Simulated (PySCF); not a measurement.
Computed IR spectrum (relative IR intensity) of a molecule C4H8Si. Geometry: PBE-D3(BJ)/def2-SVP. Other conformers were not sampled. Method: PBE-D3(BJ)/def2-SVP run with PySCF. Frequencies are harmonic and unscaled.

Lines under 2 % of the strongest are left out, and lines within 2 cm⁻¹ are merged.

```
ν (cm⁻¹)  relative intensity
--------  ------------------
440                      8.0
448                      2.2
612                      7.9
652                       62
713                       23
812                      6.4
826                       44
909                       15
931                       56
943                       27
1077                      14
1082                      13
1189                     6.6
1362                     8.4
1647                      15
2155                      92
2159                     100
2973                      22
3013                     7.1
3076                     2.9
3098                      25
```

**Question.** Pick the molecule that these values belong to.
(A) C#CCC[SiH3]
(B) CC#C[SiH2]C
(C) CC=C=C[SiH3]
(D) C1=CC[SiH2]C1

**Answer.** D, C1=CC[SiH2]C1
